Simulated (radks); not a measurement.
Ce6+, 52 electrons, occupied as [Kr] 4d10 5s2 5p4.

Calculated with a radial shooting solver on a logarithmic mesh with Libxc functionals: scalar-relativistic Kohn-Sham, LB94 model potential, spin-polarised, spherical densities, finite nucleus; open shells are filled with parallel spins first (spin-orbit coupling, left out, can overturn this in heavy ions); Fermi nuclear charge, rms radius 4.8771 fm.

Energy parts (eV):
kinetic: 256032.75
electron-nucleus: -580375.05
Hartree: 89095.68
(The LB94 potential has no energy functional, so no total or exchange-correlation energy is given.)

Orbitals (lengths in bohr, moments of r in powers of bohr; <r^-3> diverges for s and p1/2):
1s up: occ. 1; eigenvalue (eV) -40521.83; <1/r> 63.40; <r^4> 1.763e-06
1s down: occ. 1; eigenvalue (eV) -40521.83; <1/r> 63.40; <r^4> 1.763e-06
2s up: occ. 1; eigenvalue (eV) -6575.456; <1/r> 14.62; <r^4> 0.0002904
2s down: occ. 1; eigenvalue (eV) -6575.354; <1/r> 14.62; <r^4> 0.0002904
2p up: occ. 3; eigenvalue (eV) -5903.812; <1/r> 13.86; <r^-3> 8034; <r^4> 0.0002122
2p down: occ. 3; eigenvalue (eV) -5903.654; <1/r> 13.86; <r^-3> 8034; <r^4> 0.0002122
3s up: occ. 1; eigenvalue (eV) -1492.426; <1/r> 5.296; <r^4> 0.01178
3s down: occ. 1; eigenvalue (eV) -1492.327; <1/r> 5.295; <r^4> 0.01178
3p up: occ. 3; eigenvalue (eV) -1278.112; <1/r> 5.023; <r^-3> 1602; <r^4> 0.01226
3p down: occ. 3; eigenvalue (eV) -1278.010; <1/r> 5.023; <r^-3> 1602; <r^4> 0.01226
3d up: occ. 5; eigenvalue (eV) -972.4793; <1/r> 4.772; <r^-3> 220.4; <r^4> 0.01015
3d down: occ. 5; eigenvalue (eV) -972.3912; <1/r> 4.772; <r^-3> 220.4; <r^4> 0.01015
4s up: occ. 1; eigenvalue (eV) -367.8408; <1/r> 2.219; <r^4> 0.2986
4s down: occ. 1; eigenvalue (eV) -367.6350; <1/r> 2.217; <r^4> 0.3001
4p up: occ. 3; eigenvalue (eV) -297.8384; <1/r> 2.051; <r^-3> 349.3; <r^4> 0.3861
4p down: occ. 3; eigenvalue (eV) -297.7279; <1/r> 2.048; <r^-3> 348.3; <r^4> 0.3884
4d up: occ. 5; eigenvalue (eV) -196.7277; <1/r> 1.807; <r^-3> 40.29; <r^4> 0.6073
4d down: occ. 5; eigenvalue (eV) -196.7906; <1/r> 1.803; <r^-3> 40.11; <r^4> 0.6109
5s up: occ. 1; eigenvalue (eV) -115.4905; <1/r> 0.9516; <r^4> 6.956
5s down: occ. 1; eigenvalue (eV) -115.4533; <1/r> 0.9623; <r^4> 6.751
5p up: occ. 3; eigenvalue (eV) -95.3124; <1/r> 0.8451; <r^-3> 68.90; <r^4> 10.69
5p down: occ. 1; eigenvalue (eV) -94.9100; <1/r> 0.8562; <r^-3> 71.49; <r^4> 10.40

The highest occupied level is 5p down at -94.910 eV. The electron density at the nucleus is 3.978e+05 e/bohr^3 (large components only).
